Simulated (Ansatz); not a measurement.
TiSi5. The state is a singlet with charge 0. Geometry r2SCAN-D4/def2-SVP.

```xyz
6

Ti   -0.0024   -2.4785    0.9461
Si   -1.1496   -0.8432   -0.1909
Si   -2.0817    0.9289   -1.2959
Si    1.1454   -0.5012    0.7113
Si    2.0868    1.5503    0.3428
Si    0.0016    1.3437   -0.5134
```

LC-ωPBE has ω = 0.4 bohr⁻¹. The restricted singlet is unstable towards broken spin symmetry at other levels; at PBE-D4/def2-TZVP, r2SCAN-D4/def2-TZVP, PBE0-D4/def2-TZVP, LC-ωPBE/def2-TZVP this wasn't settled. No other spin state of charge 0 was run. The geometry of the singlet was relaxed on an unsound state (restricted singlet, unstable towards broken spin symmetry at other levels and untested here). Another isomer (singlet) lies 2.53 eV lower at PBE0-D4/def2-TZVP; other spin states weren't run for this one.

Question: Estimate the orbital energies around the gap (eV) in Ansatz with PBE-D4/def2-TZVP, r2SCAN-D4/def2-TZVP, PBE0-D4/def2-TZVP, LC-ωPBE/def2-TZVP.

Answer: 
```csv
orbital,PBE-D4/def2-TZVP,r2SCAN-D4/def2-TZVP,PBE0-D4/def2-TZVP,LC-ωPBE/def2-TZVP
HOMO−5,-6.21,-6.47,-7.25,-9.72
HOMO−4,-5.61,-5.75,-6.41,-8.58
HOMO−3,-5.25,-5.35,-5.96,-8.03
HOMO−2,-5.05,-5.23,-5.91,-7.95
HOMO−1,-4.46,-4.55,-5.20,-7.66
HOMO,-4.23,-4.41,-4.97,-6.69
LUMO,-3.62,-3.60,-2.85,-1.13
LUMO+1,-3.58,-3.38,-2.79,-0.71
LUMO+2,-3.23,-3.11,-2.54,-0.67
LUMO+3,-3.03,-2.86,-2.36,-0.64
LUMO+4,-2.92,-2.79,-2.19,-0.57
LUMO+5,-2.62,-2.57,-2.08,0.18
```
